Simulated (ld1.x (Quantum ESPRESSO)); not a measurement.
## Which change was made? (Se, TM)

```json
{
  "Element": "Se (Z = 34)",
  "Generator": "ld1.x (Quantum ESPRESSO) 7.5",
  "Type": "norm-conserving Troullier–Martins (Kleinman–Bylander form)",
  "Functional": "PBE",
  "Relativity": "fully relativistic",
  "Frozen core": "[Ar] 3d10",
  "Valence charge": "6",
  "Reference configuration": "4s2 4p2 (charge +2)",
  "Partial waves": "4p (bound): rc 1.20 bohr; 4d channel at 0.4 Ry: rc 1.10 bohr; 4s (bound): rc 1.20 bohr",
  "Local potential": "the s channel",
  "Core correction": "none"
}
```

Open shells are filled in proportion to 2j + 1 (rel_dist='average').

Cutoffs, loose and tight: the cutoffs (Ry, on a coarse ladder) from which the occupation-weighted sum of valence levels, in a spherical-Bessel basis at the reference potential, stays within 10 and 1 mRy of its value at 400 Ry. They do not see the model core or the augmentation charge, which bear on the density cutoff. Test errors are all-electron minus pseudo excitation energies from the reference, over the configurations 4s2 4p4; 4s2 4p3; 4s2 4p1; 4s2 4p4.3; 4s0 4p6; 4s2 4p3.5; 4s1 4p5; variants that change the core or the reference have their own tests.

The base gives: outcome: generated; cutoff, loose: 100 Ry; cutoff, tight: 230 Ry; bound ghosts: p3/2, d5/2, d3/2, p1/2; largest test error (meV): +71.

Question: After one change the result is: outcome: generated; cutoff, loose: 100 Ry; cutoff, tight: 230 Ry; bound ghosts: d3/2, d5/2, s; largest test error (meV): +72. Which change was it?
A. local potential all-electron potential smoothed inside 1.10 bohr (lloc = -1)
B. core correction a·sin(br)/r model core inside 0.78 bohr
C. wave 4p (bound): rc 1.20 bohr becomes 4p (bound): rc 1.12 bohr
D. reference 4s2 4p4
E. wave 4s (bound): rc 1.20 bohr becomes 4s (bound): rc 1.10 bohr

Answer: A. The others give: wave 4s (bound): rc 1.20 bohr becomes 4s (bound): rc 1.10 bohr → outcome: generated; cutoff, loose: 110 Ry; cutoff, tight: 300 Ry; bound ghosts: p3/2, d5/2, d3/2, p1/2; largest test error (meV): +93 | wave 4p (bound): rc 1.20 bohr becomes 4p (bound): rc 1.12 bohr → outcome: generated; cutoff, loose: 180 Ry; cutoff, tight: 260 Ry; bound ghosts: p3/2, d5/2, d3/2, p1/2; largest test error (meV): +94 | reference 4s2 4p4 → outcome: generated; cutoff, loose: 100 Ry; cutoff, tight: 260 Ry; bound ghosts: p3/2, d3/2, d5/2, p1/2; largest test error (meV): +548 | core correction a·sin(br)/r model core inside 0.78 bohr → outcome: generated; cutoff, loose: 100 Ry; cutoff, tight: 230 Ry; bound ghosts: p3/2, d5/2, d3/2, p1/2; largest test error (meV): +5.1.
